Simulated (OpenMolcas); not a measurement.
OpenMolcas run: N IV

Input:

```
&GATEWAY
Coord
1

N 0.0 0.0 0.0
Basis=ANO-RCC-VDZP
Group=XYZ
NoMove
AngMom=0.0 0.0 0.0
AMFI
&SEWARD
Relativistic=R04O02
&RASSCF
FileOrb=start.orb
Symmetry=1
Spin=3
nActEl=2 0 0
Inactive=1 0
Ras2=1 3
CIRoot=3 3 1
SDav=3
CIMx=300
Iter=120 100
PrWF=0.3
OrbListing=Nothing
MaxOrb=0
Atom
>>> COPY $Project.JobIph JOBPRE
&RASSCF
FileOrb=start.orb
Symmetry=1
Spin=1
nActEl=2 0 2
Inactive=1 0
Ras2=1 3
Ras3=5 0
CIRoot=7 7 1
SDav=27
CIMx=300
Iter=120 100
PrWF=0.3
OrbListing=Nothing
MaxOrb=0
Thrs=2.0e-7 1.0e-1 5.0e-4
Atom
>>> COPY $Project.JobIph JOB001
&RASSCF
FileOrb=start.orb
Symmetry=1
Spin=3
nActEl=2 0 2
Inactive=1 0
Ras2=1 3
Ras3=5 0
CIRoot=15 15 1
SDav=18
CIMx=300
Iter=120 100
PrWF=0.3
OrbListing=Nothing
MaxOrb=0
Thrs=2.0e-7 1.0e-1 5.0e-4
Atom
CIOnly
>>> COPY $Project.JobIph JOB002
&RASSCF
FileOrb=start.orb
Symmetry=2
Spin=1
nActEl=2 0 2
Inactive=1 0
Ras2=1 3
Ras3=5 0
CIRoot=3 3 1
SDav=18
CIMx=300
Iter=120 100
PrWF=0.3
OrbListing=Nothing
MaxOrb=0
Thrs=2.0e-7 1.0e-1 5.0e-4
Atom
>>> COPY $Project.JobIph JOB003
&RASSCF
FileOrb=start.orb
Symmetry=2
Spin=3
nActEl=2 0 2
Inactive=1 0
Ras2=1 3
Ras3=5 0
CIRoot=15 15 1
SDav=18
CIMx=300
Iter=120 100
PrWF=0.3
OrbListing=Nothing
MaxOrb=0
Thrs=2.0e-7 1.0e-1 5.0e-4
Atom
CIOnly
>>> COPY $Project.JobIph JOB004
&RASSI
NrOfJobIphs=4 7 3 3 3
1 2 3 4 5 6 7
1 2 3
1 2 3
1 2 3
IphNames
JOB001
JOB002
JOB003
JOB004
EJob
SpinOrbit
DIPRint=1.0
SOCoupling=1000.0
Subsets=2
MEES
Property=10
'ANGMOM' 1 'ANGMOM' 2 'ANGMOM' 3 'MLTPL  1' 1 'MLTPL  1' 2 'MLTPL  1' 3
'AMFI' 1 'AMFI' 2 'AMFI' 3 'MLTPL  2' 6
SOProperty=3
'ANGMOM' 1 'ANGMOM' 2 'ANGMOM' 3
```

Launched by
```bash
OMP_NUM_THREADS=1 MOLCAS_MEM=2252 MOLCAS_PROJECT=a pymolcas a.inp > a.log  # once for each step of the input, in one work folder
```

A driver script runs the steps one by one and writes start.orb anew before each from the orbitals found so far, so a CI-only block uses the converged orbitals of the first block.

Output, cut to the results:

```
--- SEWARD ---
Basis set label: N.ANO-RCC...3S2P1D.

      Electronic valence basis set:
      ------------------
      Associated Effective Charge   7.000000 au
      Associated Actual Charge      7.000000 au
      Nuclear Model: Point charge

      Shell  nPrim  nBasis  Cartesian Spherical Contaminant
         s      14       3        X
         p       9       2        X
         d       4       1                 X
Relativistic=R04O02
                  Relativistic Douglas-Kroll-Hess integrals:
                    - DKH order of Hamiltonian: 4
                    - DKH order of Properties : 2
--- RASSCF ---
Wave function specifications:
      -----------------------------

      Number of closed shell electrons           2
      Number of electrons in active shells       2
      Max number of holes in RAS1 space          0
      Max nr of electrons in RAS3 space          2
      Number of inactive orbitals                1
      Number of active orbitals                  9
      Number of secondary orbitals               4
      Spin quantum number                      0.0
      State symmetry                             1
Orbital specifications:
      -----------------------

      Symmetry species                           1   2
                                                ag  au
      Frozen orbitals                            0   0
      Inactive orbitals                          1   0
      Active orbitals                            6   3
      RAS1 orbitals                              0   0
      RAS2 orbitals                              1   3
      RAS3 orbitals                              5   0
      Secondary orbitals                         1   3
      Deleted orbitals                           0   0
      Number of basis functions                  8   6
      Number of CSFs                            27
      Number of root(s) required                 7
      Iter CI   SX   CI       RASSCF       Energy    max ROT     max BLB   max BLB  Level Ln srch  Step   QN
          iter iter root      energy       change     param      element    value   shift minimum  type update
 Nr of preliminary CI iterations:   1
        1   1    2    0   -50.40699712    0.00E+00   5.35E-08    1   8 1 -2.64E-07   0.00   0.00    SX    NO
        2   1    1    0   -50.40699712   -5.68E-14   0.00E+00    2   8 1  1.13E-08   0.00   0.00    SX    NO
        3   1    1    0   -50.40699712    1.42E-14   0.00E+00    2   8 1  1.13E-08   0.00   0.00    SX    NO
        4   1    1    0   -50.40699712    3.55E-14   0.00E+00    2   8 1  1.13E-08   0.00   0.00    SX    NO
      Convergence after  4 iterations
        5   1    1    0   -50.40699712   -1.42E-14   0.00E+00    2   8 1  1.13E-08   0.00   0.00    SX    NO
      Natural orbitals and occupation numbers for root  1
      sym 1:   1.859423   0.000063   0.000063   0.000063   0.000063   0.000063
      sym 2:   0.046755   0.046755   0.046755
      Natural orbitals and occupation numbers for root  2
      sym 1:   0.023347   0.019670   0.000157   0.000020   0.000470   0.000295
      sym 2:   0.050131   1.170082   0.735827
      Natural orbitals and occupation numbers for root  3
      sym 1:   0.023603   0.000480   0.000277   0.000028   0.019362   0.000210
      sym 2:   0.690043   1.196698   0.069300
::    RASSCF root number  1 Total energy:    -51.18852336
::    RASSCF root number  2 Total energy:    -50.31661506
::    RASSCF root number  3 Total energy:    -50.31661506
::    RASSCF root number  4 Total energy:    -50.31661506
::    RASSCF root number  5 Total energy:    -50.31661506
::    RASSCF root number  6 Total energy:    -50.31661506
::    RASSCF root number  7 Total energy:    -50.07738117
--- RASSCF ---
Wave function specifications:
      -----------------------------

      Number of closed shell electrons           2
      Number of electrons in active shells       2
      Max number of holes in RAS1 space          0
      Max nr of electrons in RAS3 space          2
      Number of inactive orbitals                1
      Number of active orbitals                  9
      Number of secondary orbitals               4
      Spin quantum number                      1.0
      State symmetry                             1
Orbital specifications:
      -----------------------

      Symmetry species                           1   2
                                                ag  au
      Frozen orbitals                            0   0
...
--- RASSI ---
SPIN-FREE ENERGIES:
  (Shifted by EMIN (a.u.) =        -51.1885233607)

 SF State       Relative EMIN(au)   Rel lowest level(eV)    D:o, cm**(-1)      L_eff

     1             0.0000000000        0.0000000000              0.0000         0.0
    14             0.3104822135        8.4486514349          68142.9694         1.0
    15             0.3104822135        8.4486514349          68142.9694         1.0
    16             0.3104822135        8.4486514349          68142.9694         1.0
    11             0.6106046767       16.6153997023         134012.2363         1.0
    12             0.6106046767       16.6153997023         134012.2363         1.0
    13             0.6106046767       16.6153997023         134012.2363         1.0
     8             0.8076397129       21.9769961763         177256.4283         1.0
     9             0.8076397129       21.9769961763         177256.4283         1.0
    10             0.8076397129       21.9769961763         177256.4283         1.0
     5             0.8719082966       23.7258334291         191361.7520         2.0
     6             0.8719082966       23.7258334291         191361.7520         2.0
     2             0.8719082966       23.7258334291         191361.7520         2.0
     3             0.8719082966       23.7258334291         191361.7520         2.0
     4             0.8719082966       23.7258334291         191361.7520         2.0
     7             1.1111421948       30.2357194366         243867.5236         0.0
     Dipole printing threshold changed to   1.00000000E+00

++ Dipole transition strengths (spin-free states):
   -----------------------------------------------
     for osc. strength at least  1.00000000E+00

  ( Max oscillator strength is only   0.21756857691754009      )
--
Eigenvalues of complex Hamiltonian:
   -----------------------------------
  (Shifted by EMIN (a.u.) =        -51.1885233607)

...
```

Levels above the lowest, from the spin-orbit matrix, grouped by J:

```json
{"Configuration": "2s2", "Term": "1S", "J": "0", "E (cm-1)": "0.0", "Measured (cm-1)": "0.0", "g": "", "Term weight %": "100"}
{"Configuration": "2s 2p", "Term": "3P*", "J": "0", "E (cm-1)": "68017", "Measured (cm-1)": "67209", "g": "", "Term weight %": "100"}
{"Configuration": "2s 2p", "Term": "3P*", "J": "1", "E (cm-1)": "68080", "Measured (cm-1)": "67272", "g": "1.501", "Term weight %": "100"}
{"Configuration": "2s 2p", "Term": "3P*", "J": "2", "E (cm-1)": "68206", "Measured (cm-1)": "67416", "g": "1.501", "Term weight %": "100"}
{"Configuration": "2s 2p", "Term": "1P*", "J": "1", "E (cm-1)": "134012", "Measured (cm-1)": "130694", "g": "1.000", "Term weight %": "100"}
{"Configuration": "2p2", "Term": "3P", "J": "0", "E (cm-1)": "177131", "Measured (cm-1)": "175535", "g": "", "Term weight %": "100"}
{"Configuration": "2p2", "Term": "3P", "J": "1", "E (cm-1)": "177194", "Measured (cm-1)": "175608", "g": "1.501", "Term weight %": "100"}
{"Configuration": "2p2", "Term": "3P", "J": "2", "E (cm-1)": "177319", "Measured (cm-1)": "175733", "g": "1.501", "Term weight %": "100"}
{"Configuration": "2p2", "Term": "1D", "J": "2", "E (cm-1)": "191362", "Measured (cm-1)": "188882", "g": "1.000", "Term weight %": "100"}
{"Configuration": "2p2", "Term": "1S", "J": "0", "E (cm-1)": "243868", "Measured (cm-1)": "235369", "g": "", "Term weight %": "100"}
```

Against the 9 measured excited levels shown (Moore, Selected Tables of Atomic Spectra, NSRDS-NBS 3, section 4) the mean absolute deviation is 2400 cm-1; the largest miss in energy is 2p2 1S0: computed 243868, measured 235369 cm-1 (+3.6 %).

Terms from blocks run as CI alone lack orbitals of their own. Active for correlation alone: 3d; no level in the range computed is led by a configuration that fills it, so any true level of that kind is missing. The basis is small and was not contracted for so high a charge. Computed and measured levels are paired by configuration, term and J; levels that our copy of the source lacks, or whose pairing is in doubt (as where it misses far off the trend of its configuration), stay unpaired and out of the deviations. Only configurations of the active space appear. The first state left out of the spin-orbit step lies near 500000 cm-1 above the lowest spin-free state of the reference (among the parities and spins computed), and the list stops at four fifths of that energy or lower.

The RASSCF and RASSI steps took 14 s on 1 thread of Arm Neoverse V2, with other jobs on the host; the integral step is not counted.

The term weight is that of the spin-free term in the level, not the purity of its configuration. * marks odd parity.
